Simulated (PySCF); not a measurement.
Here is a computed PBE0-D3(BJ)/def2-SVP geometry (Å):
```
atom  x, y, z in Å
F1    -1.161   -1.253    0.599
C2    -1.770   -0.225   -0.094
F3    -2.824   -0.764   -0.714
O4    -0.933    0.279   -0.992
B5     0.233    0.990   -0.523
P6     1.568   -0.374    0.177
H7    -2.120    0.501    0.666
H8     0.077    1.717    0.452
H9     0.881    1.475   -1.431
H10    2.887    0.126    0.305
H11    1.800   -1.514   -0.630
H12    1.401   -0.986    1.442
```

Neutral, closed shell.

Task: Read off the bonds between heavy atoms and their formal orders.

Result: F1–C2 1.38 Å (single); C2–F3 1.34 Å (single); C2–O4 1.33 Å (single); O4–B5 1.44 Å (single); B5–P6 2.03 Å (single). Bonds to hydrogen (Å): C2–H7 1.11; B5–H8 1.23; B5–H9 1.22; P6–H10 1.42; P6–H11 1.42; P6–H12 1.41.

Task: Which species is it?

Result: `FC(F)O[BH2-][PH3+]`, CH6BF2OP.

Task: What is the point group of this geometry?

Result: C1 (no symmetry element, even within 0.4 Å).

Task: Describe the place of each heavy atom.

Result: F1/F3: fluorine of a CF2 group; C2: CHF2 carbon; O4: boron-bound oxygen; B5: four-coordinate boron; P6: phosphorus bonded to B and 3 H.

Task: What is the arrangement about B5?

Result: It has 4 neighbours (O4, P6, H8, H9) and is distorted tetrahedral (angles from 100.0° to 116.6°).

Task: What is the arrangement about P6?

Result: It has 4 neighbours (B5, H10, H11, H12) and is distorted tetrahedral (angles from 100.4° to 121.3°).
